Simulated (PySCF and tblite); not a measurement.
The numbers below are computed, except where a source is named.
System: C8H8, numbered as in [CH:1]1=[CH:2][C@@H:3]2[C@@H:4]3[CH:5]=[CH:6][C@H:7]1[C@H:8]23.

Motion: Cope rearrangement (breaking C3–C4, making C1–C6). GFN2-xTB gives an electronic barrier of 6.3 kcal/mol.

PBE0/pcSseg-1 + D3(BJ), IEF-PCM methanol on B3LYP-D3(BJ)/def2-SVP geometries gives 7.6 kcal/mol and k(298 K) = 7×10⁷ s⁻¹.

Task: What does B3LYP/pcSseg-1 + D3(BJ), IEF-PCM methanol give on B3LYP-D3(BJ)/def2-SVP geometries?

Result: A barrier of 4.9 kcal/mol, 2.6 below the first DFT barrier (from unrounded values) and, with GFN2-xTB thermal terms, ΔG‡(298 K) = 4.1 kcal/mol and k = 6.1×10⁹ s⁻¹ (1 equivalent path).

Programs: tblite and PySCF.
